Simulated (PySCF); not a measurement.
## Correlation energy of Hf (hafnium, neutral)

[Xe] 4f14 5d2 6s1 7s1, high-spin 5F determinant (an excited configuration). Computed with PySCF 2.14 in aug-cc-pwCVDZ-PP with ECP60MDF (6s6p5d3f, 70 functions), with scalar relativity through the core potential. Frozen: 5s2 5p6; 4 electrons correlated.

```json
{"level": "CCSD", "correlation energy (mhartree)": "-20.59"}
{"level": "(T)", "correlation energy (mhartree)": "-0.33"}
{"level": "CCSD(T)", "correlation energy (mhartree)": "-20.92"}
```

Diagnostics: T1 = 0.012, D1 = 0.0326, largest double amplitude 0.049.

**Question.** Is a single reference adequate?

**Answer.** Yes, within this model without spin-orbit coupling: T1 lies below 0.03 and no double amplitude reaches 0.07.
